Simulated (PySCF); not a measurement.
Electron correlation in Sn⁺ (tin, charge +1)

[Kr] 4d10 5s2 5p1, 2P determinant. Calculation: PySCF 2.14, in x2c-QZVPPall (13s9p7d4f1g, 112 functions); scalar relativity by spin-free X2C-1e. Frozen: [Kr] 4d10; 3 electrons correlated.

```
  level  correlation energy (mhartree)
   CCSD                         -44.93
    (T)                          -0.72
CCSD(T)                         -45.65
```

Diagnostics: T1 = 0.011, D1 = 0.0239, largest double amplitude 0.092.

Cost of the coupled-cluster step: of the order of 30 core-seconds, for 3 correlated electrons.

Iterations:

```
CC2 = 0
CCSD nocc = (np.int64(2), np.int64(1)), nmo = (89, 89)
frozen orbitals [[0, 1, 2, 3, 4, 5, 6, 7, 8, 9, 10, 11, 12, 13, 14, 15, 16, 17, 18, 19, 20, 21, 22], [0, 1, 2, 3, 4, 5, 6, 7, 8, 9, 10, 11, 12, 13, 14, 15, 16, 17, 18, 19, 20, 21, 22]]
max_cycle = 100
direct = 0
conv_tol = 1e-08
conv_tol_normt = 1e-06
diis_space = 8
diis_start_cycle = 0
Init t2, MP2 energy = -0.0341944950316417
Init E_corr(UCCSD) = -0.0341944950356856
cycle = 1  E_corr(UCCSD) = -0.0409559665012505  dE = -0.00676147147  norm(t1,t2) = 0.0446981
cycle = 2  E_corr(UCCSD) = -0.0433061816752065  dE = -0.00235021517  norm(t1,t2) = 0.0188247
cycle = 3  E_corr(UCCSD) = -0.0449395856031137  dE = -0.00163340393  norm(t1,t2) = 0.0085671
cycle = 4  E_corr(UCCSD) = -0.0449235436968153  dE = 1.60419063e-05  norm(t1,t2) = 0.00103843
cycle = 5  E_corr(UCCSD) = -0.0449335231683123  dE = -9.9794715e-06  norm(t1,t2) = 0.00013163
cycle = 6  E_corr(UCCSD) = -0.0449309723084732  dE = 2.55085984e-06  norm(t1,t2) = 2.03019e-05
cycle = 7  E_corr(UCCSD) = -0.0449316477978233  dE = -6.7548935e-07  norm(t1,t2) = 4.9537e-06
cycle = 8  E_corr(UCCSD) = -0.0449315894088702  dE = 5.83889531e-08  norm(t1,t2) = 1.07557e-06
cycle = 9  E_corr(UCCSD) = -0.0449315665184903  dE = 2.289038e-08  norm(t1,t2) = 2.23663e-07
cycle = 10  E_corr(UCCSD) = -0.0449315742495753  dE = -7.73108508e-09  norm(t1,t2) = 5.45192e-08
UCCSD converged
E(UCCSD) = -6173.623109918742  E_corr = -0.04493157424957535
UCCSD(T) correction = -0.000723200369049919
```
